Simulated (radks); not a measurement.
The numbers below are computed, except where a source is named.
Valence configurations of Hf II (all share [Xe]). Level of theory: scalar-relativistic Kohn-Sham, LDA (Slater exchange, Perdew-Wang correlation), spin-polarised, spherical densities, finite nucleus; open shells are filled with parallel spins first (spin-orbit coupling, left out, can overturn this in heavy ions); Fermi nuclear charge, rms radius 5.347 fm (a radial shooting solver on a logarithmic mesh with Libxc functionals). Energies are relative to 4f14 5d1 6s2; eigenvalues in eV for spin up.

| valence | E (eV) | moment (Bohr magnetons) | e(4f) | e(5d) | e(6p) | e(6s) |
|---|---|---|---|---|---|---|
| 4f14 5d1 6s2 | 0.000 | 1 | -26.460 | -11.212 | - | -12.275 |
| 4f13.5 5d1.5 6s2 | 8.315 | 2 | -30.725 | -12.115 | - | -12.634 |
| 4f14 5d2 6s1 | 0.412 | 3 | -24.020 | -10.057 | - | -11.832 |
| 4f14 5d1 6s1 6p1 | 4.154 | 3 | -27.844 | -12.581 | -8.201 | -13.512 |
| 4f11.5 5d1.5 6s2 6p2 | 75.869 | 6 | -58.450 | -21.821 | -10.487 | -17.364 |
| 4f14 6s2 6p1 | 4.720 | 1 | -30.620 | - | -8.485 | -14.016 |
| 4f14 5d1 6p2 | 9.523 | 3 | -29.259 | -13.633 | -8.809 | - |
| 4f14 5d3 | 2.407 | 3 | -21.942 | -8.800 | - | - |
| 4f13 5d2 6s2 | 18.101 | 3 | -35.124 | -12.995 | - | -12.954 |
| 4f14 5d0.5 6s1.5 6p1 | 4.492 | 2 | -29.216 | -13.244 | -8.354 | -13.779 |

NIST lists [Xe] 4f14 5d1 6s2 as the ground configuration; this level of theory agrees among the configurations tried. The energies are those of spherical high-spin densities, not of single terms.
